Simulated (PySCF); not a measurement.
## Bond length, frequency and bond energy of BeAl⁻ by level of theory

State: ³Σ⁻ (triplet), unpaired electrons π ↑↑. Set-up: PySCF, spin-free X2C with a Gaussian nucleus, basis sets Be aug-cc-pVDZ-DK, Al aug-cc-pVDZ-DK. De refers to Be + Al⁻ in their high-spin ground configurations, without counterpoise correction. The functionals are run spin-unrestricted. A positive dipole points towards Al; it is taken about the centre of mass and depends on that origin. Levels whose curve was spin-contaminated or gave no clean fit are not listed.

| Level | Re (Å) | ωe (cm⁻¹) | De (eV) | μ (D) | CPU s a point (SCF and correlation, without the integrals) |
| --- | --- | --- | --- | --- | --- |
| ROHF | 2.437 | 311 | n/a | 1.10 | 0.1 |
| ROHF-MP2 | 2.327 | 476 | 1.19 | n/a | 0.17 |
| ROHF-SCS-MP2 | 2.337 | 455 | n/a | n/a | n/a |
| ROHF-CCSD | 2.364 | 408 | 0.90 | n/a | n/a |
| ROHF-CCSD(T) | 2.349 | 432 | 1.10 | n/a | 2.7 |
| PBE | 2.320 | 447 | 1.58 | 1.87 | 0.6 |
| BP86 | 2.326 | 439 | 1.48 | 1.76 | 0.37 |
| PBE0 | 2.314 | 446 | 1.43 | 1.73 | 0.87 |
| BHandHLYP | 2.323 | 416 | 1.03 | 1.58 | 0.51 |
| CAM-B3LYP | 2.309 | 423 | 1.08 | 1.63 | 0.95 |

**Question.** Which functional lies closest to ROHF-CCSD(T) in De, which farthest, and by how much do they differ from it?

**Answer.** Closest is CAM-B3LYP (-4.0 pm in Re, -2.1 % in ωe, -0.02 eV in De against ROHF-CCSD(T) in the same basis), farthest PBE (-2.9 pm in Re, +3.5 % in ωe, +0.48 eV in De). CCSD(T) converges more slowly with the basis than the functionals do and binds too weakly in this one, so the order can change at the basis-set limit.

**Question.** What does a quarter of exact exchange do here, going from PBE to PBE0?

**Answer.** PBE0 less PBE: -0.6 pm in Re, -0.2 % in ωe, -0.15 eV in De. Exact exchange removes part of the self-interaction that spreads semilocal densities, and in most molecules shortens and stiffens the bond and lowers De; so it does here.

**Question.** What does second-order correlation do here, going from ROHF to ROHF-MP2?

**Answer.** ROHF-MP2 less ROHF: -11.0 pm in Re, +53.1 % in ωe. Correlation nearly always deepens the well. The bond shortens, as in weak, metallic or heavy-atom bonds, where dispersion and the correlation of outer-core electrons pull the atoms together.

Correlated steps freeze 5 core orbitals. Correlated levels converge slowly with the basis: in double zeta they bind strong bonds too weakly, by up to about 1 eV, and carry superposition errors of some tenths. For an ion De counts to the pair picked by the measured ionisation energies or electron affinities, which need not be the lowest pair at this level. The highest Kohn–Sham level is positive in this anion. Much of that is self-interaction error, but it also means that the finite basis helps to hold the extra electron. UHF is strongly spin-contaminated for BeAl⁻, so the ROHF reference used there is far from stable. The state was picked by a PBE0 search and need not be the measured ground state.

The whole job (state search and all levels along the bond) took about 2 min on 1 thread of Arm Neoverse V2 (shared host), peak memory 0.63 GiB.
